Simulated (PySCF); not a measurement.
## Shapes and spin states of RuHF

Method: PySCF, PBE0, basis Ru def2-TZVP with ECP28, H def2-TZVP, F def2-TZVP (scalar-relativistic core potentials, no spin–orbit coupling, density fitting).

Relaxations began from a few typed shapes and spin states; open shells are unrestricted. The search is not exhaustive: other isomers or separated fragments can lie lower, and high-lying points may rest on an excited occupation.

**Question.** Which is the lowest minimum found?
A. quintet Cs: Ru–F 1.897 Å, Ru–H 1.664 Å; F–Ru–H 153.8°
B. broken-symmetry Ms = 0 (⟨S²⟩ 0.98) Cs: Ru–F 1.841 Å, Ru–H 1.569 Å; F–Ru–H 103.7°
C. quintet Cs: Ru–F 1.898 Å, Ru–H 1.672 Å; F–Ru–H 159.8°
D. broken-symmetry Ms = 0 (⟨S²⟩ 1.01) Cs: Ru–F 1.848 Å, Ru–H 1.555 Å; F–Ru–H 104.4°
E. triplet Cs: Ru–F 1.850 Å, Ru–H 1.558 Å; F–Ru–H 103.4°
F. broken-symmetry Ms = 1 (⟨S²⟩ 2.87) C∞v: Ru–F 1.894 Å, Ru–H 1.673 Å; F–Ru–H 180.0°
G. singlet (closed shell, unstable to spin polarisation) Cs: Ru–F 1.852 Å, Ru–H 1.562 Å; F–Ru–H 115.5°
H. quintet C∞v: Ru–F 1.903 Å, Ru–H 1.681 Å; F–Ru–H 180.0°

**Answer.** A. The others lie at 1.3 (quintet Cs), 3.2 (quintet C∞v, a saddle point), 29.9 (triplet Cs), 64.2 (broken-symmetry Ms = 0 Cs), 85.1 (broken-symmetry Ms = 1 C∞v, a saddle point), 86.7 (broken-symmetry Ms = 0 Cs), 143.9 (singlet Cs) kJ/mol above it.

For the lowest minimum: other spin states or occupations of the open shell can lie lower.

The electron or spin density has lower symmetry than the nuclear frame for the broken-symmetry Ms = 0 (⟨S²⟩ 1.01) Cs at 64.2 kJ/mol, broken-symmetry Ms = 1 (⟨S²⟩ 2.87) C∞v at 85.1 kJ/mol.
